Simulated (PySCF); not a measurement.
Molecule: `C#CC[P@@H](=O)C(F)=C(F)F`, C$_{5}$H$_{4}$F$_{3}$OP.

Bonds (- single, = double, # triple, : aromatic): C1#C2, C2-C3, C3-P4, P4=O5, P4-C6, C6-F7, C6=C8, C8-F9, C8-F10. C1 carries H11; C3 carries H12, H13; P4 carries H14. Stereochemistry as in C#CC[P@@H](=O)C(F)=C(F)F. H13 is pro-R; H12 is pro-S.

Frames of a GFN2-xTB Langevin trajectory at 300 K; GIAO PBE0/pcSseg-1 shieldings in PySCF 2.14, gas phase, non-relativistic; equivalent atoms averaged within each frame.

Chemical shifts δ = σref − σ; ¹³C (σref 186.93) against TMS; ³¹P (σref 318.38) vs H3PO4; ¹⁷O (σref 336.08) against H2O; ¹⁹F (σref 170.95) vs CFCl3, all at this level. The references are static minima.

Q: How do the shifts (ppm) fluctuate along the trajectory?

A: 
| time (fs) | C8 | C6 | C1 | C2 | C3 | P4 | O5 | F9 | F10 | F7 |
| --- | --- | --- | --- | --- | --- | --- | --- | --- | --- | --- |
| optimised geometry | 171.0 | 136.6 | 81.6 | 77.0 | 20.9 | -13.7 | 114.4 | -87.1 | -118.4 | -221.0 |
| 250 | 177.1 | 144.6 | 81.1 | 78.8 | 27.9 | 2.3 | 131.2 | -71.6 | -96.9 | -205.9 |
| 425 | 178.1 | 137.4 | 82.6 | 81.3 | 19.6 | -17.7 | 121.2 | -74.3 | -110.7 | -205.3 |
| 625 | 172.7 | 141.6 | 84.0 | 75.9 | 24.1 | -3.1 | 135.2 | -79.2 | -115.8 | -216.4 |
| 800 | 166.8 | 133.5 | 81.0 | 76.3 | 28.9 | -4.7 | 117.4 | -88.9 | -116.6 | -221.7 |
| 1000 | 169.5 | 139.9 | 85.7 | 79.0 | 18.9 | -24.0 | 91.6 | -97.3 | -122.5 | -213.1 |
| mean of frames | 172.9 | 139.4 | 82.9 | 78.3 | 23.9 | -9.4 | 119.3 | -82.3 | -112.5 | -212.5 |
| standard deviation | 4.8 | 4.2 | 2.0 | 2.2 | 4.6 | 11.0 | 17.1 | 10.7 | 9.7 | 7.0 |

5 frames give an uncertainty of the mean of about the standard deviation over 2.2 at best, since frames this close in time may not be independent; classical motion lacks zero-point vibration, and the reference would need the same averaging.
